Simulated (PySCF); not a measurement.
## Correlation energy of O (oxygen, neutral)

[He] 2s1 2p5, high-spin 3P determinant (an excited configuration). Computed with PySCF 2.14 in x2c-QZVPPall with one added diffuse shell each of s, p, d, f type (8s5p4d3f1g, 73 functions), with scalar relativity by spin-free X2C-1e. Frozen: nothing; 8 electrons correlated.

```tsv
level	correlation energy (mhartree)
CCSD	-243.83
(T)	-15.00
CCSD(T)	-258.83
```

Diagnostics: T1 = 0.019, D1 = 0.0533, largest double amplitude 0.179.

A double-excitation amplitude exceeds 0.15, a sign of near-degeneracy.

Cost of the coupled-cluster step: about 24 core-seconds, for 8 correlated electrons.

This basis was not built for core-valence correlation, so the inner-shell part is incomplete.
